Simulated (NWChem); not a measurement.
Molecule: benzonitrile (C7H5N); SMILES C(#N)c1ccccc1

Results from NWChem. Pople sets run with spherical d functions. The geometry was optimised at PBE0/def2-SVP.

Order these by “highest occupied level (eV)”, lowest first: B3LYP/STO-3G; B3LYP/6-31G*; B3LYP/def2-SVP.

B3LYP/def2-SVP (-7.49), B3LYP/6-31G* (-7.27), B3LYP/STO-3G (-5.78)
